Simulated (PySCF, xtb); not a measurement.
Bi(Me)2(OH) (C2H7BiO), SMILES [CH3][Bi]([CH3])[OH].

GFN2-xTB run with xtb at its own geometry gives an orbital gap of 6.32 eV and a dipole moment of 2.72 D.

Geometry optimised at PBE-D3(BJ)/def2-SVP. The structure was generated by enumeration; whether it is a known compound was not checked. The def2 effective core potentials stand for the cores of Bi; spin–orbit coupling is left out. The values are those of a single conformer.

**Question.** What does PBE/def2-TZVP run with PySCF give? (The exact figures need the calculation; the answer reports its results.)

**Answer.** gap 4.44 eV (levels -6.00 and -1.56 eV), dipole 2.27 D.
